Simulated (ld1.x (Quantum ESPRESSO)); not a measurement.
**Before and after: PAW potential for S (Z = 16)**

sulfur, PAW, made with ld1.x (Quantum ESPRESSO) 7.5 (PBE, non-relativistic). Core [Ne], reference 3s2 3p2.5 (charge +1.5). Waves: 3s (bound): rcut 1.00, rcutus 1.20 bohr; 3s channel at -1.85 Ry: rcut 1.00, rcutus 1.20 bohr; 3p (bound): rcut 1.25, rcutus 1.65 bohr; 3p channel at -0.55 Ry: rcut 1.25, rcutus 1.65 bohr. Local part: all-electron potential smoothed inside 1.35 bohr (lloc = -1). Core correction: Bessel-smoothed model core inside 1.15 bohr. Augmentation charge: PSQ, inside the norm-conserving radii.

Change: scalar-relativistic.

Cutoffs: the cutoffs (Ry, on a coarse ladder) from which the occupation-weighted sum of valence levels, in a spherical-Bessel basis at the reference potential, stays within 10 and 1 mRy of its value at 400 Ry; they do not see the model core or the augmentation charge, which bear on the density cutoff. Errors are all-electron minus pseudo energies relative to the spin-unpolarised reference configuration.

Task: How do hardness, ghosts and transferability respond?

Result: The potential gets softer (30 Ry and 50 Ry → 18 Ry and 50 Ry); both files keep a bound ghost (s); of the 7 tests that both files solve, the error grows in 1 and shrinks in 3 by more than 15 % and 0.3 meV (median size 1.0 → 0.4 meV).

```tsv
quantity	base	changed
cutoff, loose	30 Ry	18 Ry
cutoff, tight	50 Ry	50 Ry
loose cutoff by channel (10 mRy a level)	s 10 Ry, p 15 Ry	s 12 Ry, p 15 Ry
bound ghosts	s	s
error for 3s2 3p4, meV [ΔE -21.53 → -21.51 eV]	-2.3	-0.4
error for 3s2 3p3, meV [ΔE -9.75 → -9.74 eV]	-0.5	+0.2
error for 3s2 3p2, meV [ΔE 12.55 → 12.54 eV]	-1.0	-1.8
error for 3s1 3p5, meV [ΔE -11.35 → -11.20 eV]	-1.3	+0.2
error for 3s0 3p6, meV [ΔE -1.05 → -0.77 eV]	-0.4	+0.6
error for 3s2 3p4.3, meV [ΔE -23.24 → -23.22 eV]	-2.6	-0.4
error for 3s1 3p4, meV [ΔE 0.99 → 1.14 eV]	-0.1	+0.2
s: phases at 1.79 bohr within 0.05 rad from the reference energy up to (Ry; the scan ends near 5)	to the end of the scan	to the end of the scan
p: phases at 1.79 bohr within 0.05 rad from the reference energy up to (Ry; the scan ends near 5)	to the end of the scan	to the end of the scan
lowest overlap eigenvalue by channel	s 0.60, p 0.78	s 0.59, p 0.78
```

 A true bound ghost makes a file unfit for plane-wave use even where its test errors are small: the radial tests pick states by their node count and pass the ghost by.
